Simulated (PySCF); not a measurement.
## Constants of CaBr, step by step

State: ²Σ⁺, doublet, unpaired electrons σ ↑. De refers to Ca + Br. ROHF-based CCSD(T) in PySCF 2.14 with Ca cc-pwCVDZ-X2C, Br aug-cc-pVDZ-DK and Ca cc-pwCVTZ-X2C, Br aug-cc-pVTZ-DK (frozen core orbitals: 19; spin-free X2C with a Gaussian nucleus). Correlation energies are extrapolated as n⁻³ (n = 2, 3), Hartree–Fock as (n+1)·exp(−9√n).

```csv
Level,Re (Å),ωe (cm⁻¹),ωexe (cm⁻¹),αe (cm⁻¹),De (eV)
CCSD(T)/DZ,2.6748,267.2,0.775,0.000380,3.319
CCSD(T)/TZ,2.6252,277.4,0.822,0.000399,3.525
HF/CBS,2.6630,273.5,0.800,0.000380,3.407
MP2/CBS,2.6022,282.9,0.844,0.000406,3.740
CCSD/CBS,2.6149,280.2,0.831,0.000402,3.555
CCSD(T)/CBS,2.6109,280.3,0.835,0.000405,3.603
```

Question: How much is left between CCSD(T)/TZ and the basis-set limit, and how much do the triples give at the limit?

Answer: CCSD(T)/CBS less CCSD(T)/TZ: -14.3 mÅ in Re, +2.9 cm⁻¹ in ωe and +0.078 eV in De. CCSD(T)/CBS less CCSD/CBS: -4.0 mÅ in Re, +0.1 cm⁻¹ in ωe and +0.048 eV in De.

The T1 diagnostic is 0.015. The state was picked by a PBE0 search and need not be the measured ground state. Spin–orbit coupling, excitations beyond (T) and corrections to the Born–Oppenheimer picture are left out.

The whole job (state search and all basis sets along the bond) took about 13 min on 4 threads of Arm Neoverse V1 (shared host), peak memory 8.9 GiB.
